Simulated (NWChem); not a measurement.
# GeBrCl, singlet; SMILES [Br][Ge][Cl]

Low-valent species are run as closed-shell singlets; no triplet was tried in these runs. This build's default masses of Se (78.918 u) and Br (79.917 u) are each other's, which moves their modes by up to 0.6 %.

Task: Give the equilibrium geometry at B3LYP/6-31G* (spherical d) (NWChem) as an XYZ file, with the point group.

Result: point group Cs; any orientation.
```
3

Ge     0.7843    -0.6181     0.0000
Cl    -0.9938    -1.9495     0.0000
Br    -0.2241     1.5365     0.0000
```
